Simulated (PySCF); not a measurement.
Ge(Me)(SeH)3, SMILES [CH3][Ge]([SeH])([SeH])[SeH] (B3LYP/def2-SVP optimised geometry):

```
11

C      1.274    -0.580     0.000
Ge    -0.693    -0.580     0.000
Se    -1.362    -1.776    -1.964
Se    -1.369    -1.565     2.071
Se    -1.649     1.614     0.000
H      1.637    -0.033     0.882
H      1.649    -1.614     0.027
H      1.639    -0.082    -0.909
H     -2.786    -1.433    -1.787
H     -2.804    -1.365     1.795
H     -1.431     1.799    -1.450
```

Calculation: B3LYP/def2-TZVP in PySCF.

Question: What are the frontier orbital energies and the dipole moment?

Answer: HOMO-2 -7.09 eV, HOMO-1 -6.79 eV, HOMO -6.68 eV, LUMO -1.80 eV, LUMO+1 -0.43 eV; dipole moment 0.89 D.

Meta-Löwdin charges at B3LYP/def2-TZVP: C1 -0.53, Ge2 0.57, Se3 -0.22, Se4 -0.22, Se5 -0.22, H6 0.14, H7 0.13, H8 0.13, H9 0.07, H10 0.07, H11 0.07.
